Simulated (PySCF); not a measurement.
Constitutional and geometric isomers with formula C2H6OS. Isolated molecules, 0 K electronic values unless said otherwise. One relaxed conformer stands for each flexible species; it need not be the lowest. Strings in code marks are SMILES.

The HOMO from two functionals at the same geometries (PBE0-D3(BJ)/def2-TZVP), both in PySCF: PBE-D3(BJ)/def2-TZVP and M06-2X/def2-TZVP. 

```
species                                                   PBE-D3(BJ)/def2-TZVP (eV)  M06-2X/def2-TZVP (eV)
--------------------------------------------------------  -------------------------  ---------------------
`CSCO` (C–S–C–O torsion -65°, S–C–O–H torsion -54°)                           -5.41                  -7.87
`COCS` (C–O–C–S torsion -69°, O–C–S–H torsion -68°)                           -5.88                  -8.37
`C[C@@H](O)S` (S–C–O–H torsion 47°, O–C–S–H torsion 66°)                      -5.81                  -8.36
```

Over these rows, drawn at random from the members with no instability flagged (it was tested for open shells, ions and some series alone), PBE minus M06-2X: mean +2.50 eV, from +2.46 eV to +2.55 eV.
